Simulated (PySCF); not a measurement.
A structure optimised at TPSSh-D3(BJ)/def2-SVP, used in a PySCF frequency run:

```
Si
H 1 1.4832
H 1 1.4832 2 109.74
Cl 1 2.0704 2 108.72 3 -118.80
Se 1 2.2831 2 111.94 3 124.92
H 5 1.4760 1 92.00 2 -61.85
```

Problem. Write its SMILES, formula and point group.

Solution. Cl[SiH2][SeH], ClH₃SeSi, Cs

Problem. What are its rotational constants (standard atomic weights)?

Solution. 10.621, 1.5813, 1.3990 GHz
